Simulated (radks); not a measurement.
Problem. These are the eigenvalues of the occupied orbitals of an atom or ion with whole-number occupations (Ry). Method: scalar-relativistic Kohn-Sham, PBEsol, spin-polarised, spherical densities, finite nucleus; Fermi nuclear charge, rms radius of each element as measured or else 0.836 A^(1/3) + 0.57 fm; computed with a radial shooting solver on a logarithmic mesh with Libxc functionals.

orbital  eigenvalue
1s up     -5280.939
1s down   -5280.915
2s up     -930.1112
2s down   -930.0443
2p up     -814.2760
2p down   -814.2123
3s up     -228.2206
3s down   -228.1795
3p up     -194.0447
3p down   -193.9991
3d up     -155.2785
3d down   -155.2179
4s up     -60.72878
4s down   -60.59609
4p up     -49.46663
4p down   -49.33384
4d up     -35.31564
4d down   -35.17789
5s up     -21.31085
5s down   -21.04576
4f up     -19.46569
4f down   -19.32203
5p up     -17.95375

Which element is it, and in what charge state? The configuration may be excited. Open shells, if any, are filled with parallel spins first.

Solution. Z = 75, rhenium, charge +12: Re12+ in [Kr] 4d9 4f14 5s2 5p2. The list shows which subshells hold electrons but not how many an open one holds; the 1s level, -2640.5 hartree, gives Z - s = 72.7 by -(Z - s)^2/2, which with screening and relativity narrows Z to a few neighbours, and the depths of the outer levels then fix element, charge and occupations together.
